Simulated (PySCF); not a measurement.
# Structure from 2D NMR

Compound of formula C4H8N2Si2. Correlations simulated from computed shifts and the bond graph:

HSQC (one-bond C–H):
```csv
δH,δC
0.51,-7.2
```

COSY cross peaks (H two or three bonds apart, from the bond graph; peaks can be absent where the dihedral angle is near 90°):
```csv
δH,δH
4.63,0.51
```

HMBC (two and three bonds, from the bond graph):
```csv
δH,δC
4.63,"119.5, -5.5, -7.2"
4.33,"119.5, -5.5"
0.51,-5.5
```

Carbons without hydrogens: δ 119.5, -5.5.

All values are calculated (PySCF): coordinates at the GFN2-xTB level, shielding tensors at PBE0/pcSseg-1 (GIAO). One conformer, rapidly exchanging positions averaged, non-relativistic, no solvent model.

δ = σ(ref) − σ, references computed at the same level: $^{1}$H (31.72 ppm), $^{13}$C (186.93 ppm) vs TMS.

Exchangeable hydrogens are left out of these lists.

Assemble the structure.

Results:

SMILES C[SiH2]C([SiH3])(C#N)C#N.

Structure with atom numbers: `[CH3:1][SiH2:2][C:3]([SiH3:4])([C:5]#[N:6])[C:7]#[N:8]`; H(Xn) means a hydrogen on atom n.

δC 119.5 is C5/C7, a nitrile carbon. δC -5.5 is C3, a fully substituted sp3 carbon bonded to 2 Si, α to a nitrile. δC -7.2 is C1, a methyl carbon bonded to Si (δH 0.51). HMBC from δH 4.63 reaches the proton-free carbons C5/C7, C3. HMBC from δH 4.33 reaches the proton-free carbons C5/C7, C3. HMBC from δH 0.51 reaches the proton-free carbon C3. COSY links 4.63–0.51.

The data come from this structure; uniqueness wasn't tested.

Shifts are as computed. Against solution values, carbons near 30 ppm lie about +3 ppm off and those near 130 ppm about +5 ppm. Of 1309 compounds with measured shifts, 239 miss one by over three times the rms of a fit or turn the order of signals round; such compounds aren't used in these exercises.
